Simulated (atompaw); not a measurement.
# Reading a pseudo-wave (magnesium)

Columns: radius, all-electron u(r) and pseudo u(r) of the 3s shell (level -14.82 eV) of magnesium in the configuration [He] 2s2 2p6 3s0.5 3p0; PBEsol, scalar-relativistic, PAW (atompaw) scheme, atompaw 4.2.0.5.

```json
{"r (bohr)": "0.046", "all-electron": "0.1432", "pseudo": "-0.1003"}
{"r (bohr)": "0.092", "all-electron": "0.1399", "pseudo": "-0.1968"}
{"r (bohr)": "0.138", "all-electron": "0.0726", "pseudo": "-0.2857"}
{"r (bohr)": "0.185", "all-electron": "-0.0172", "pseudo": "-0.3656"}
{"r (bohr)": "0.231", "all-electron": "-0.1031", "pseudo": "-0.4302"}
{"r (bohr)": "0.277", "all-electron": "-0.1764", "pseudo": "-0.4795"}
{"r (bohr)": "0.323", "all-electron": "-0.2327", "pseudo": "-0.5124"}
{"r (bohr)": "0.369", "all-electron": "-0.2714", "pseudo": "-0.5283"}
{"r (bohr)": "0.415", "all-electron": "-0.2934", "pseudo": "-0.5279"}
{"r (bohr)": "0.462", "all-electron": "-0.3005", "pseudo": "-0.5116"}
{"r (bohr)": "0.508", "all-electron": "-0.2947", "pseudo": "-0.4821"}
{"r (bohr)": "0.554", "all-electron": "-0.2785", "pseudo": "-0.4411"}
{"r (bohr)": "0.600", "all-electron": "-0.2539", "pseudo": "-0.3913"}
{"r (bohr)": "0.646", "all-electron": "-0.2227", "pseudo": "-0.3352"}
{"r (bohr)": "0.692", "all-electron": "-0.1864", "pseudo": "-0.2751"}
{"r (bohr)": "0.738", "all-electron": "-0.1465", "pseudo": "-0.2134"}
{"r (bohr)": "0.785", "all-electron": "-0.1031", "pseudo": "-0.1506"}
{"r (bohr)": "0.831", "all-electron": "-0.0589", "pseudo": "-0.0908"}
{"r (bohr)": "0.877", "all-electron": "-0.0140", "pseudo": "-0.0337"}
{"r (bohr)": "0.923", "all-electron": "0.0312", "pseudo": "0.0202"}
{"r (bohr)": "0.969", "all-electron": "0.0760", "pseudo": "0.0707"}
{"r (bohr)": "1.015", "all-electron": "0.1200", "pseudo": "0.1179"}
{"r (bohr)": "1.062", "all-electron": "0.1639", "pseudo": "0.1634"}
{"r (bohr)": "1.108", "all-electron": "0.2054", "pseudo": "0.2053"}
{"r (bohr)": "1.154", "all-electron": "0.2453", "pseudo": "0.2453"}
{"r (bohr)": "1.200", "all-electron": "0.2836", "pseudo": "0.2836"}
```

(1) How many radial nodes do the two functions have?

(2) Is the pseudo-wave norm-conserving?

Results:

(1) The all-electron 3s function has n − l − 1 = 2; the pseudo-wave has 1, since 1 lower shell of the same l stays in the valence.

(2) No, it belongs to a PAW set: the norm inside the radius is not constrained, and the difference is carried by the augmentation charge.
